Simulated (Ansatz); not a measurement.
`B[Se]C(C)O` + H–F → `CC(O)F` + `B[SeH]`  (substitution at a C–Se bond)

Gas-phase electronic energies from Ansatz, PBE0-D4/def2-TZVP geometries. CBS: MP2 limit from def2 TZ/QZ plus the TZ coupled-cluster correction, frozen cores. This one scheme is used for every species. For Se outer-core shells are correlated without core-valence functions, which leaves a few kJ/mol of doubt a bond. Scalar relativity is left out up to krypton. One conformer a species, not always the lowest.

| species | MP2/CBS(def2) energy (Eh) |
| --- | --- |
| `B[Se]C(C)O` | -2580.91872 |
| H–F | -100.38702 |
| `CC(O)F` | -254.02943 |
| `B[SeH]` | -2427.26767 |

Problem. Work out ΔE.

Solution. ΔE = (-254.02943) + (-2427.26767) − (-2580.91872) − (-100.38702) = 0.00864 Eh = +22.7 kJ/mol. CCSD(T)/CBS gives +9.0 kJ/mol.

Largest T1 diagnostic among the species: 0.013.

The D4 term adds +12.8 kJ/mol with B3LYP and +7.0 kJ/mol with PBE0; it sums over pairs of atoms, weighted by their polarisabilities, and B3LYP, whose exchange is more repulsive, gets the larger term. In def2-TZVPP, CCSD(T) changes the Hartree–Fock value by +40.8 kJ/mol (the triples alone add +6.2 kJ/mol) and MP2 by +54.4 kJ/mol.

B3LYP here is the variant with VWN-RPA as its local correlation; programs differ in this.
